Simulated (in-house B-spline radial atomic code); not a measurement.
**Solving the quasi-particle equation for 4s up of the gallium ion Ga²⁺**

Configuration [Ar] 3d10 4s1, highest spin, start PBE. Computed with an all-electron radial atomic-structure program (B-spline basis): all electrons, scalar-relativistic (spin-free one-electron X2C), finite nucleus, each spin shell either full or empty, empty states to l = 9 with an (l + 1/2)⁻⁴ tail; G0W0 by contour deformation at full frequency.

RPA overbinds a lone outer s electron by self-correlation, and G0W0 tends to as well.

At the mean-field level ε = -26.685 eV the matrix elements are Σx = -15.949 eV, v_xc = -12.536 eV and Σc(ε) = -1.786 eV, and the slope of the correlation self-energy is dΣc/dω = -0.0562. The quasi-particle energy solves E = ε + Σx − v_xc + Σc(E).

Task: What does the linearised equation give?

Result: Z = 1/(1 − dΣc/dω) = 1/1.0562 = 0.9468. The first-order shift is Σx − v_xc + Σc(ε) = -15.949 − (-12.536) + (-1.786) = -5.199 eV, so E ≈ ε + Z × shift = -26.685 + 0.9468 × (-5.199) = -31.607 eV.

Task: How does that compare with the full solution and with static screening?

Result: Solving the equation at full frequency dependence gives E = -31.624 eV, where Σc = -1.527 eV and the weight is 0.951; the linearised value is off by 17 meV. Leaving Z out would give -31.884 eV. Static COHSEX puts -3.209 eV in place of Σc and gives -33.307 eV, 1.68 eV deeper. The tabulated removal energy is 30.726 eV (NIST, measured); the run leaves out spin-orbit coupling, Breit and QED terms.
